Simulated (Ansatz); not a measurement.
`[SiH3]C#CS[SiH3]` + `[SnH4]` → `[SiH3][SnH3]` + `C#CS[SiH3]`  (formal exchange of groups at the Si–C bond)

Program: Ansatz. Geometries: PBE0-D4/def2-TZVP. ΔE: electronic, gas phase. CCSD(T)/CBS is the MP2 limit (def2-TZVPP, def2-QZVPP) plus CCSD(T) − MP2 in def2-TZVPP, frozen cores. Functionals use def2-TZVPP. Elements past krypton have def2 core potentials. For Sn outer-core shells are correlated without core-valence functions, which leaves a few kJ/mol of doubt a bond.

```csv
level,ΔE (kJ/mol)
ωB97M-V,14.9
B2PLYP,18.2
```

**Question.** What does CCSD(T)/CBS give? (Estimate.)

**Answer.** Computed: +10.6 kJ/mol. The listed levels differ from it by 4.3, 7.6 kJ/mol.

Largest T1 diagnostic among the species: 0.013.
